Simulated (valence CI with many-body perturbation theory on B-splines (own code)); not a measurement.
**Forbidden lines of Ce6+**

Level of theory: valence CI with perturbative core correlation (CI+MBPT): six valence electrons over a frozen Dirac-Fock core [Kr] 4d10, a basis of 7 s, 7 p, 7 d, 7 f, 4 g, 2 h functions for each j, with the one-electron correlation potential Σ1, the two-electron term Σ2, the three-electron term Σ3, Breit, model QED; selected CI, second order for the rest, scaled by the run's own slope (own B-spline code, finite nucleus).

With an open or low-lying f shell, different configurations can be misplaced against each other by up to about 5,000 cm⁻¹. No measured spectrum was set against this ion. As an estimate, levels hold to about 250 cm⁻¹ or 0.2 % of their energy and the worst to 1 %, as in measured heavy ions of charge 2 to 7; those with d or f electrons hold less well. Among the levels kept, up to 960 cm⁻¹ of a level comes from second order outside the variational space, and about a tenth of that is noise between levels of different J, which matters for small intervals. Only levels of the ground parity were solved; by the run's estimate the other parity begins above the list, which can be wrong where configurations are misplaced.

Lines 51 to 100 of 120 in falling wavelength, among levels below 123560 cm⁻¹, chosen from the decays that carry over 1 % of a level's rate. Wavelengths and rates use the calculated energies, so an error of 200 cm⁻¹ moves a line at 351.6 nm by 0.7 % and its rate by three times that or more. Electric multipoles are in the length gauge, E1 and E2 with the static RPA response of the core. S is in atomic units (e²a₀⁴ for E2 and M2, e²a₀⁶ for E3), for M1 in squared Bohr magnetons. Weak lines are less certain than strong ones. Lines between different terms over intervals too small for the method are left out, as are lines whose strength nearly cancels. Where a level lies close to another of its J and parity, the split of strength between their lines is uncertain.

Names give the largest LS component (configuration and term), which can be under half, so a name can repeat, a term be missing and a line seem to break the LS rules; names also repeat where a configuration has a term twice. Letters in brackets count levels of one name in rising energy.

| λ vac (nm) | Upper | Lower | Type | A (s⁻¹) | S (a.u.) |
| --- | --- | --- | --- | --- | --- |
| 351.6 | 4f.5s2.5p3 3G_5 | 4f.5s2.5p3 5F_5 | E2 | 8.60e-01 | 4.54e+00 |
| 337.4 | 4f.5s2.5p3 1H_5 | 4f.5s2.5p3 5F_5 | M1 | 1.24e+00 | 1.94e-02 |
| 337.4 | 4f.5s2.5p3 1H_5 | 4f.5s2.5p3 5F_5 | E2 | 3.91e-01 | 1.68e+00 |
| 321.6 | 4f.5s2.5p3 3F_2 [c] | 4f.5s2.5p3 5F_2 | M1 | 3.74e+01 | 2.31e-01 |
| 318.5 | 4f.5s2.5p3 3H_6 | 4f.5s2.5p3 5F_5 | M1 | 2.97e+01 | 4.62e-01 |
| 318.5 | 4f.5s2.5p3 3H_6 | 4f.5s2.5p3 5F_5 | E2 | 1.34e+00 | 5.11e+00 |
| 317.3 | 4f.5s2.5p3 3G_5 | 4f.5s2.5p3 5F_4 | M1 | 4.59e+01 | 5.98e-01 |
| 317.3 | 4f.5s2.5p3 3D_2 | 4f.5s2.5p3 3F_3 [a] | M1 | 8.30e+01 | 4.91e-01 |
| 305.7 | 4f.5s2.5p3 1H_5 | 4f.5s2.5p3 5F_4 | M1 | 1.65e+00 | 1.92e-02 |
| 305.7 | 4f.5s2.5p3 1H_5 | 4f.5s2.5p3 5F_4 | E2 | 5.71e-01 | 1.50e+00 |
| 301.3 | 5s2.5p4 1D_2 | 5s2.5p4 3P_2 | M1 | 2.24e+02 | 1.14e+00 |
| 301.3 | 5s2.5p4 1D_2 | 5s2.5p4 3P_2 | E2 | 4.04e+00 | 4.49e+00 |
| 295.5 | 4f.5s2.5p3 3F_4 [c] | 4f.5s2.5p3 5F_3 | M1 | 6.71e+01 | 5.78e-01 |
| 294.1 | 4f.5s2.5p3 1H_5 | 4f.5s2.5p3 5F_3 | E2 | 1.12e+00 | 2.42e+00 |
| 292.9 | 4f.5s2.5p3 3D_1 | 4f.5s2.5p3 5F_2 | M1 | 2.61e+01 | 7.31e-02 |
| 290.1 | 4f.5s2.5p3 3H_6 | 4f.5s2.5p3 5F_4 | E2 | 8.16e-01 | 1.95e+00 |
| 288.5 | 4f.5s2.5p3 3F_3 [b] | 4f.5s2.5p3 5F_2 | M1 | 1.57e+01 | 9.81e-02 |
| 276.9 | 5s2.5p4 1S_0 | 5s2.5p4 1D_2 | E2 | 4.09e+01 | 5.95e+00 |
| 268.4 | 4f.5s2.5p3 3D_2 | 4f.5s2.5p3 5F_3 | M1 | 7.24e+00 | 2.60e-02 |
| 223.9 | 5s2.5p4 1S_0 | 5s2.5p4 3P_1 | M1 | 1.70e+03 | 7.06e-01 |
| 204.4 | 4f.5s2.5p3 5F_3 | 5s2.5p4 1D_2 | M1 | 1.70e+00 | 3.78e-03 |
| 204.4 | 4f.5s2.5p3 5F_3 | 5s2.5p4 1D_2 | E2 | 2.27e-01 | 5.06e-02 |
| 199.2 | 4f.5s2.5p3 5F_4 | 5s2.5p4 1D_2 | E2 | 9.83e-02 | 2.48e-02 |
| 193.0 | 4f.5s2.5p3 5F_1 | 5s2.5p4 1D_2 | M1 | 3.10e+00 | 2.48e-03 |
| 183.0 | 4f.5s2.5p3 3F_3 [a] | 5s2.5p4 1D_2 | M1 | 1.77e+00 | 2.82e-03 |
| 183.0 | 4f.5s2.5p3 3F_3 [a] | 5s2.5p4 1D_2 | E2 | 1.22e+00 | 1.56e-01 |
| 174.0 | 4f.5s2.5p3 5F_3 | 5s2.5p4 3P_1 | E2 | 9.00e-01 | 8.98e-02 |
| 165.7 | 4f.5s2.5p3 5F_1 | 5s2.5p4 3P_1 | E2 | 1.29e+00 | 4.31e-02 |
| 165.7 | 4f.5s2.5p3 5F_1 | 5s2.5p4 3P_1 | M1 | 1.20e+00 | 6.06e-04 |
| 156.4 | 4f.5s2.5p3 3F_2 [a] | 5s2.5p4 1D_2 | E2 | 4.82e+00 | 2.02e-01 |
| 156.4 | 4f.5s2.5p3 3F_2 [a] | 5s2.5p4 1D_2 | M1 | 2.89e+00 | 2.05e-03 |
| 144.3 | 5s2.5p4 1S_0 | 5s2.5p4 3P_2 | E2 | 2.34e+01 | 1.31e-01 |
| 142.6 | 4f.5s2.5p3 5F_2 | 5s2.5p4 3P_0 | E2 | 7.18e+00 | 1.89e-01 |
| 141.4 | 4f.5s2.5p3 5F_1 | 5s2.5p4 3P_0 | M1 | 4.14e-01 | 1.30e-04 |
| 139.4 | 4f.5s2.5p3 3G_4 | 5s2.5p4 1D_2 | E2 | 3.11e+00 | 1.32e-01 |
| 138.0 | 4f.5s2.5p3 3F_2 [a] | 5s2.5p4 3P_1 | E2 | 7.24e+00 | 1.61e-01 |
| 130.5 | 4f.5s2.5p3 3D_3 | 5s2.5p4 1D_2 | M1 | 6.02e+00 | 3.47e-03 |
| 130.4 | 4f.5s2.5p3 1P_1 | 5s2.5p4 1D_2 | E2 | 3.13e+01 | 3.16e-01 |
| 121.8 | 4f.5s2.5p3 5F_3 | 5s2.5p4 3P_2 | E2 | 4.81e+00 | 8.06e-02 |
| 120.8 | 4f.5s2.5p3 3F_4 [c] | 5s2.5p4 1D_2 | E2 | 1.43e+01 | 2.95e-01 |
| 120.7 | 4f.5s2.5p3 3F_2 [a] | 5s2.5p4 3P_0 | E2 | 1.21e+02 | 1.39e+00 |
| 119.9 | 4f.5s2.5p3 5F_4 | 5s2.5p4 3P_2 | E2 | 3.92e+00 | 7.82e-02 |
| 118.5 | 4f.5s2.5p3 5F_2 | 5s2.5p4 3P_2 | E2 | 4.99e+01 | 5.20e-01 |
| 118.5 | 4f.5s2.5p3 5F_2 | 5s2.5p4 3P_2 | M1 | 5.03e+00 | 1.55e-03 |
| 117.7 | 4f.5s2.5p3 5F_1 | 5s2.5p4 3P_2 | E2 | 2.29e+01 | 1.38e-01 |
| 117.7 | 4f.5s2.5p3 5F_1 | 5s2.5p4 3P_2 | M1 | 9.65e-01 | 1.75e-04 |
| 117.4 | 4f.5s2.5p3 3D_3 | 5s2.5p4 3P_1 | E2 | 1.11e+02 | 1.54e+00 |
| 117.2 | 4f.5s2.5p3 3D_1 | 5s2.5p4 1D_2 | E2 | 1.53e+01 | 9.08e-02 |
| 117.2 | 4f.5s2.5p3 3D_1 | 5s2.5p4 1D_2 | M1 | 1.23e+01 | 2.20e-03 |
| 113.8 | 4f.5s2.5p3 3F_3 [a] | 5s2.5p4 3P_2 | E2 | 1.11e+02 | 1.33e+00 |
